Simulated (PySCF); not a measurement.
## Correlation energy of I⁺ (iodine, charge +1)

[Kr] 4d10 5s2 5p4, high-spin 3P determinant. All numbers are calculated (PySCF 2.14, the spin-free X2C one-electron Hamiltonian (Gaussian nucleus), in aug-cc-pVTZ-DK3 (8s7p5d2f, 68 functions)). Frozen: [Kr] 4d10; 6 electrons correlated.

MP2 pair energies summed by pair of shells (mhartree):

| pair | energy | share (%) |
| --- | --- | --- |
| 5s-5p | -40.77 | 46.1 |
| 5p-5p | -40.74 | 46.1 |
| 5s-5s | -6.86 | 7.8 |

Total MP2 correlation energy: -88.37 mhartree.

Same-spin part -19.73 and opposite-spin part -68.64 mhartree; SCS-MP2 scales them by 1/3 and 6/5 to -88.94 mhartree.
